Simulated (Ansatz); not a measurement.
`FC1=C[C@H](F)[C@H]1F`. Charge 0, multiplicity 1.

```xyz
10

F    -0.422   -1.826    1.510
C    -0.221   -0.905    0.598
C    -0.528   -0.799   -0.691
C    -0.017    0.614   -0.733
F     0.996    0.851   -1.633
C     0.452    0.419    0.733
F    -0.072    1.280    1.661
H    -0.965   -1.444   -1.439
H    -0.763    1.403   -0.843
H     1.540    0.407    0.838
```

Problem. List the harmonic frequencies (cm⁻¹, unscaled) at PBE0-D4/def2-TZVP in Ansatz. (Estimate.)

Solution. Ansatz gave: 132, 230, 304, 319, 472, 535, 662, 687, 868, 947, 1002, 1023, 1076, 1128, 1183, 1207, 1267, 1334, 1357, 1415, 1746, 3105, 3108, 3264.

Problem. Is this a minimum?

Solution. Yes, all 24 modes are real.

Problem. Give the ideal-gas thermochemistry at 298.15 K and 1 bar (rigid rotor, harmonic oscillator; point group C1, symmetry number 1).

Solution. Zero-point energy 169.7 kJ/mol; H(298) − E = 187.5 kJ/mol; entropy 325.3 J/(mol·K), of which translation 167.3, rotation 115.1, vibration 42.9; G(298) − E = 90.5 kJ/mol.

Problem. Rotational constants (cm⁻¹)?

Solution. 0.1328, 0.07543, 0.0527.
